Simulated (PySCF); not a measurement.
## Fractional electron number in Re (rhenium, neutral)

The 6s beta orbital of [Xe] 4f14 5d5 6s2 is emptied in steps (occupation f), with all orbitals relaxed, ending at [Xe] 4f14 5d5 6s1. All numbers are calculated (PySCF 2.14, scalar relativity through the core potential, in def2-TZVPPD with the def2 core potential (60 electrons)). The exact energy is a straight line in f; departures are measured from the line between the end points of the same method.

```tsv
f	PBE0 (eV)
1	0.000
0.9	-0.182
0.7	-0.425
0.5	-0.506
0.3	-0.424
0.1	-0.175
0	0.000
```

**Question.** For PBE0, how does the orbital energy at f = 1 compare with the removal energy?

**Answer.** −ε = 5.311 eV against a total-energy difference of 7.329 eV. By Janak's theorem ε = ∂E/∂f, so the gap between them reflects the curvature. Along the path −ε is 5.712 (f = 0.9), 6.517 (f = 0.7), 7.330 (f = 0.5), 8.157 (f = 0.3), 8.971 (f = 0.1) eV.

Reference removal energy between the ground levels: 7.834 eV (measured; NIST Atomic Spectra Database, ionization energies).
